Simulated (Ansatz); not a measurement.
Relaxation of CH$_{2}$AlFO (6 atoms, charge 0, multiplicity 1), to a largest force component of 0.02 eV/Å in at most 50 steps.

Theory: UKS BLYP/6-31G* in Ansatz 0.2.0.

```xyz
6
Properties=species:S:1:pos:R:3
F -0.320 -2.572 0.996
Al -0.226 -1.121 -0.127
C 0.242 0.741 -0.108
O -0.800 0.474 -0.859
H 0.531 -2.276 -0.808
H 0.026 1.352 0.806
```

Q: Where does it end, and by what steps?

A: It converged. After 9 steps the energy has fallen by 3.213 eV; H5 moved furthest, 0.56 Å.

```
step  energy less start (eV)  largest force component (eV/Å)  accepted
   0                  0.0000                           5.394       yes
   1                 -1.6549                           3.638       yes
   2                 -2.8133                           1.385       yes
   3                 -3.0963                           1.508       yes
   4                 -3.1761                           0.987       yes
   5                 -3.1807                           1.323       yes
   6                 -3.2117                           0.108       yes
   7                 -3.2129                           0.042       yes
   8                 -3.2132                           0.022       yes
   9                 -3.2132                           0.009       yes
```

```xyz
6
Properties=species:S:1:pos:R:3
F -0.714 -2.313 1.113
Al 0.048 -1.402 -0.062
C 0.069 0.536 0.197
O -0.948 0.257 -0.530
H 0.786 -2.091 -1.274
H 0.214 1.611 0.456
```

The run took 16 s on 2 threads of Intel(R) Xeon(R) CPU @ 2.60GHz (Ice Lake) (shared host), peak memory 0.2 GiB.
